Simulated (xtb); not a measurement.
F$_{6}$Te, charge -1, doublet, at a GFN2-xTB geometry (a state made from the parent by changing its charge; the spin is typed, not shown lowest), atoms displaced at random by about 0.02 Å a coordinate; GFN2-xTB (xtb).

Here is a job for xtb.
```
$ xtb mol.xyz --gfn 2 --chrg -1 --uhf 1 --opt extreme --json

# file mol.xyz
7

F     -0.13133222    -1.22976555    -1.85235231
Te    -0.14437285    -0.14113791     0.00282160
F      1.76292742    -0.16320073    -0.42387943
F      0.63098391    -1.26464489     1.64790927
F     -0.10270735     1.37031570    -1.20747197
F      0.45785263     1.27747149     1.21481732
F     -1.97451947     0.81614779     0.48343870
```

The log (banner, timings and long lists left out):

```
   ID    Z sym.   atoms
    1    9 F      1, 3-7
    2   52 Te     2

           -------------------------------------------------
          |                Calculation Setup                |
           -------------------------------------------------

           -------------------------------------------------
          |                 G F N 2 - x T B                 |
           -------------------------------------------------

          ...................................................
          :                      SETUP                      :
          :.................................................:
          :  # basis functions                  34          :
          :  # atomic orbitals                  33          :
          :  # shells                           15          :
          :  # electrons                        49          :
          :  max. iterations                   250          :
          :  Hamiltonian                  GFN2-xTB          :
          :  restarted?                      false          :
          :  GBSA solvation                  false          :
          :  PC potential                    false          :
          :  electronic temp.          300.0000000     K    :
          :  accuracy                    1.0000000          :
          :  -> integral cutoff          0.2500000E+02      :
          :  -> integral neglect         0.1000000E-07      :
          :  -> SCF convergence          0.1000000E-05 Eh   :
          :  -> wf. convergence          0.1000000E-03 e    :
          :  Broyden damping             0.4000000          :
          :  net charge                         -1          :
          :  unpaired electrons                  1          :
          ...................................................

 iter      E             dE          RMSdq      gap      omega  full diag
   1    -28.7153796 -0.287154E+02  0.139E+01    4.23       0.0  T
   2    -26.4071592  0.230822E+01  0.163E+01   13.63       1.0  T
   3    -31.6413829 -0.523422E+01  0.604E+00    8.48       1.0  T
   4    -31.7408135 -0.994306E-01  0.300E+00    6.25       1.0  T
   5    -31.8963786 -0.155565E+00  0.115E+00    7.32       1.0  T
   6    -31.9085038 -0.121252E-01  0.236E-01    7.07       1.0  T
   7    -31.9085422 -0.383982E-04  0.117E-01    7.07       1.0  T
   8    -31.9086879 -0.145682E-03  0.450E-02    7.06       1.0  T
   9    -31.9087129 -0.250512E-04  0.193E-02    7.05       2.0  T
  10    -31.9087111  0.178328E-05  0.159E-02    7.06       2.4  T
  11    -31.9087154 -0.424004E-05  0.360E-03    7.05      10.5  T
  12    -31.9087155 -0.127466E-06  0.224E-03    7.05      16.9  T
  13    -31.9087156 -0.592844E-07  0.109E-03    7.05      34.6  T
  14    -31.9087156 -0.181654E-07  0.237E-04    7.05     159.6  T
  15    -31.9087156 -0.661029E-09  0.676E-05    7.05     559.0  T

   *** convergence criteria satisfied after 15 iterations ***

         :::::::::::::::::::::::::::::::::::::::::::::::::::::
         ::                     SUMMARY                     ::
         :::::::::::::::::::::::::::::::::::::::::::::::::::::
         :: total energy             -31.903294152845 Eh    ::
         :: gradient norm              0.015892939737 Eh/a0 ::
         :: HOMO-LUMO gap              7.051012049637 eV    ::
         ::.................................................::
         :: SCC energy               -31.908712958246 Eh    ::
         :: -> isotropic ES            0.182792412886 Eh    ::
         :: -> anisotropic ES         -0.009597104045 Eh    ::
         :: -> anisotropic XC         -0.014532163340 Eh    ::
         :: -> dispersion             -0.004731888072 Eh    ::
         :: repulsion energy           0.005418805400 Eh    ::
         :: add. restraining           0.000000000000 Eh    ::
         :: total charge              -0.999999999999 e     ::
         :::::::::::::::::::::::::::::::::::::::::::::::::::::

[...]
 * total energy  :   -31.9032942 Eh     change       -0.6615863E-10 Eh
 * total energy  :   -31.9037842 Eh     change       -0.4900421E-03 Eh
 * total energy  :   -31.9040107 Eh     change       -0.2265531E-03 Eh
 * total energy  :   -31.9040339 Eh     change       -0.2316813E-04 Eh
 * total energy  :   -31.9040372 Eh     change       -0.3234987E-05 Eh
 * total energy  :   -31.9040391 Eh     change       -0.1962654E-05 Eh
 * total energy  :   -31.9040397 Eh     change       -0.5518670E-06 Eh
 * total energy  :   -31.9040401 Eh     change       -0.4623804E-06 Eh
 * total energy  :   -31.9040402 Eh     change       -0.9364257E-07 Eh
 * total energy  :   -31.9040403 Eh     change       -0.7394042E-07 Eh
 * total energy  :   -31.9040403 Eh     change       -0.2805727E-07 Eh
   *** GEOMETRY OPTIMIZATION CONVERGED AFTER 11 ITERATIONS ***
         :: total energy             -31.904040323769 Eh    ::
[...]
        15        2.0000           -0.3433232              -9.3423
        16        2.0000           -0.3427390              -9.3264
        17        2.0000           -0.3401850              -9.2569
        18        2.0000           -0.3401593              -9.2562
        19        2.0000           -0.3380608              -9.1991
        20        2.0000           -0.3380549              -9.1989
        21        2.0000           -0.3375953              -9.1864
        22        2.0000           -0.3367025              -9.1621
        23        2.0000           -0.3359476              -9.1416
        24        2.0000           -0.3359294              -9.1411
        25        1.0000           -0.2788071              -7.5867 (HOMO)
        26                         -0.0076900              -0.2093 (LUMO)
        27                         -0.0075657              -0.2059
        28                          0.0373128               1.0153
        29                          0.3738466              10.1729
        30                          0.3741705              10.1817
        31                          0.4233264              11.5193
        32                          1.2529807              34.0953
        33                          1.2545600              34.1383
      -------------------------------------------------------------
                  HL-Gap            0.2711170 Eh            7.3775 eV
             Fermi-level           -0.2250830 Eh           -6.1248 eV

     #   Z          covCN         q      C6AA      α(0)
     1   9 F        0.681    -0.270    11.996     4.089
     2  52 Te       4.212     0.450   387.297    36.372
     3   9 F        0.723    -0.214    11.387     3.985
     4   9 F        0.681    -0.270    11.996     4.089
     5   9 F        0.723    -0.214    11.387     3.985
     6   9 F        0.723    -0.214    11.387     3.985
     7   9 F        0.681    -0.270    11.995     4.089

 Mol. C6AA /au·bohr⁶  :       1552.886559
 Mol. C8AA /au·bohr⁸  :      77553.882194
 Mol. α(0) /au        :         60.593884

Wiberg/Mayer (AO) data.
largest (>0.10) Wiberg bond orders for each atom

 ---------------------------------------------------------------------------
     #   Z sym  total        # sym  WBO       # sym  WBO       # sym  WBO
 ---------------------------------------------------------------------------
     1   9 F    1.112 --     2 Te   0.756     7 F    0.104     4 F    0.104
     2  52 Te   5.180 --     6 F    0.971     5 F    0.971     3 F    0.970
                             7 F    0.756     4 F    0.756     1 F    0.756
     3   9 F    1.226 --     2 Te   0.970
     4   9 F    1.112 --     2 Te   0.756     7 F    0.104     1 F    0.104
     5   9 F    1.226 --     2 Te   0.971
     6   9 F    1.226 --     2 Te   0.971
     7   9 F    1.112 --     2 Te   0.756     1 F    0.104     4 F    0.104
 ---------------------------------------------------------------------------

Topologies differ in total number of bonds
Writing topology from bond orders to xtbtopo.mol

molecular dipole:
                 x           y           z       tot (Debye)
 q only:       -0.200      -0.255       0.049
   full:       -0.420      -0.506       0.092       1.688
molecular quadrupole (traceless):
                xx          xy          yy          xz          yz          zz
 q only:        0.635       3.231       1.472      -0.556      -0.635      -2.107
  q+dip:        0.770       3.888       1.764      -0.668      -0.761      -2.534
   full:        0.882       4.459       2.025      -0.766      -0.875      -2.907

optimized geometry written to: xtbopt.xyz

           -------------------------------------------------
          | TOTAL ENERGY              -31.904040323769 Eh   |
          | GRADIENT NORM               0.000028805674 Eh/α |
          | HOMO-LUMO GAP               7.377469779954 eV   |
           -------------------------------------------------

normal termination of xtb
```
